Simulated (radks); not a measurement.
Values are calculated unless marked as measured or tabulated.
All-electron atom: the dysprosium ion Dy2+ in [Kr] 4d10 4f10 5s1 5p6 6p1 (not the ground configuration). Code: a radial shooting solver on a logarithmic mesh with Libxc functionals. Model: scalar-relativistic Kohn-Sham, SCAN, spin-unpolarised, spherical densities, finite nucleus; meta-GGA in the generalised Kohn-Sham scheme; Fermi nuclear charge, rms radius 5.2218 fm.

Local quantities along the radius. ELF = 1/(1 + alpha^2) is the electron localisation function; alpha = (tau - tau_W)/tau_unif compares the Pauli kinetic energy density with that of the uniform gas. tau is taken from the large components.

```
   r/bohr * ELF (the largest magnitude, 0.999, reaches the edge; | marks zero)
 0.001214 |                                                      *
 0.001645 |                                                      *
 0.002247 |                                                      *
 0.003046 |                                                      *
 0.004161 |                                                      *
 0.005639 |                                                      *
 0.007703 |                                                      *
  0.01044 |                                                     *
  0.01426 |                                                  *
  0.01933 |                                     *
  0.02641 |                    *
  0.03579 |                   *
  0.04889 |                                 *
  0.06627 |                                        *
  0.09053 |                            *
   0.1227 |                  *
   0.1676 |                                  *
   0.2272 |                                      *
   0.3103 |              *
   0.4206 |                          *
   0.5746 |                                      *
   0.7787 |                        *
    1.064 |                 *
    1.442 |                            *
     1.97 |                    *
     2.67 | *
    3.647 |   *
    4.943 |          *
    6.753 | *
    9.152 *
```

On this mesh the ELF has minima near r = 0.031, 0.12, 0.36, 0.91, 3.1 bohr, which separate the shells, and maxima near 0.066 (0.74), 0.20 (0.73), 0.57 (0.72), 1.4 (0.52), 4.9 (0.19).

Self-consistent cycle (total energy in hartree, residual of the potential): 1: -12143.80425, 1e+01; 2: -12153.09254, 4e+00; 3: -12154.95297, 1e+00; 4: -12154.90360, 1e+00; 5: -12155.27172, 1e-01; 6: -12155.27828, 4e-02; 7: -12155.27983, 9e-03; 8: -12155.27983, 2e-03; 9: -12155.27982, 1e-03; 10: -12155.27981, 3e-05; 11: -12155.27981, 8e-06; 12: -12155.27981, 8e-07.
